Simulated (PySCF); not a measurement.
Species: C₅H₈O₂.
SMILES: `C1OCC12COC2`

The closed-shell ground state was solved at several levels (PySCF, density fitting, gas phase, non-relativistic). Isolated species at its PBE0-D3(BJ)/def2-SVP geometry, gas phase. The dipole stays under 0.02 D at every level.

```json
{"level": "B3LYP/pcJ-1", "basis functions": "269", "HOMO (eV)": "-7.15", "LUMO (eV)": "0.80", "gap (eV)": "7.95"}
{"level": "PBE/pcSseg-2", "basis functions": "364", "HOMO (eV)": "-5.92", "LUMO (eV)": "-0.31", "gap (eV)": "5.61"}
{"level": "PBE0/def2-SVPD", "basis functions": "210", "HOMO (eV)": "-7.52", "LUMO (eV)": "0.52", "gap (eV)": "8.04"}
```

(1) What might PBE0/pcSseg-1 (159 basis functions) give for the same quantities?

(2) Over all these levels, which gives the widest orbital gap and which the narrowest?

Results:

(1) HOMO -7.40 eV, LUMO 1.08 eV, gap 8.48 eV.

(2) PBE0/pcSseg-1 (global hybrid, 25 % exact exchange) has the widest, 8.48 eV, and PBE/pcSseg-2 (GGA) the narrowest, 5.61 eV. Functional and basis both differ between the two, so the spread mixes both effects.
